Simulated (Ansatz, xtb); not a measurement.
## ClF2H3OSi2: which of two isomers lies lower

We compare X, `F[SiH](F)O[SiH2]Cl`, a singlet, with Y, `F[SiH2]O[Si@H](F)Cl`, a singlet. Both are isolated molecules in the gas phase, relaxed with r2SCAN-D4/def2-SVP; each stands in its lowest conformer found.

Task: Estimate E(Y) − E(X) at the level CCSD(T)/def2-SVP + ΔMP2/def2-TZVPP.

Result: Calculated at CCSD(T)/def2-SVP + ΔMP2/def2-TZVPP: E(Y) − E(X) = +6.72 kJ/mol, so structure X lies lower.

The same difference at several levels:

```
                             level            geometry  E(Y) − E(X) (kJ/mol)  departure from the last row (kJ/mol)  job, with rough time for the two
                r2SCAN-D4/def2-SVP  r2SCAN-D4/def2-SVP                   +4.96                                 −1.77               optimisation, 3 min
                       HF/def2-SVP  r2SCAN-D4/def2-SVP                   +7.39                                 +0.66           part of the CCSD(T) run
                      MP2/def2-SVP  r2SCAN-D4/def2-SVP                   +5.42                                 −1.30           part of the CCSD(T) run
                  CCSD(T)/def2-SVP  r2SCAN-D4/def2-SVP                   +5.58                                 −1.14                      single point
CCSD(T)/def2-SVP + ΔMP2/def2-TZVPP  r2SCAN-D4/def2-SVP                   +6.72                                                      single point, 38 s
```

As drawn, both hold the same kinds of bond in the same numbers.

The levels shown agree on the order. The largest departure from CCSD(T)/def2-SVP + ΔMP2/def2-TZVPP is that of r2SCAN-D4/def2-SVP, 1.77 kJ/mol. Levels run at GFN2-xTB geometries aren't shown. The last row adds to CCSD(T) the change of the MP2 difference between the two basis sets, here +1.14 kJ/mol.

With harmonic frequencies from r2SCAN-D4/def2-SVP (ideal gas, rigid rotor, one conformer each, 298.15 K, 1 atm): on the last row, ΔE + ΔZPE = +6.83 kJ/mol. A mode under 50 cm⁻¹ makes harmonic enthalpies and free energies unreliable, so none is given.

The correlated steps freeze 18 core orbitals. Codes used: Ansatz 0.2.0; the last row on 2 threads of Intel(R) Xeon(R) Platinum 8259CL CPU @ 2.50GHz (Skylake/Cascade Lake) on a shared host.
